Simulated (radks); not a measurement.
Excited configurations of neutral neodymium: one electron is placed in a higher orbital outside [Xe] 4f4 6s1. The ground configuration is [Xe] 4f4 6s2. Calculated with a radial shooting solver on a logarithmic mesh with Libxc functionals: scalar-relativistic Kohn-Sham, PBE, spin-polarised, spherical densities, point nucleus; open shells are filled with parallel spins first (spin-orbit coupling, left out, can overturn this in heavy ions). Excitation = E - E(ground); binding = E(ion) - E, where the ion is the core of charge +1; n* = 1/sqrt(2 binding) in atomic units, and the quantum defect is n - n*.

| outer orbital | excitation (eV) | binding (eV) | n* | eigenvalue (eV) |
|---|---|---|---|---|
| 5d | 1.003 | 4.464 | 1.746 | -1.587 |
| 5f | 4.478 | 0.989 | 3.709 | -0.468 |
| 6p | 1.721 | 3.745 | 1.906 | -2.032 |
| 6d | 3.896 | 1.571 | 2.943 | -0.792 |
| 6f | 4.757 | 0.710 | 4.377 | -0.401 |
| 7s | 3.269 | 2.198 | 2.488 | -1.360 |
| 7p | 3.811 | 1.655 | 2.867 | -1.006 |
| 7d | 4.465 | 1.002 | 3.685 | -0.590 |

The Delta-SCF ionisation energy is 5.467 eV (NIST Atomic Spectra Database: 5.525 eV, measured). Self-interaction in the functional shifts the binding energies and quantum defects, so they are the method's values and not measured ones. Open shells are spherical and high-spin; term and fine-structure splittings are not resolved. Spin-orbit splitting is averaged out at the scalar-relativistic level.
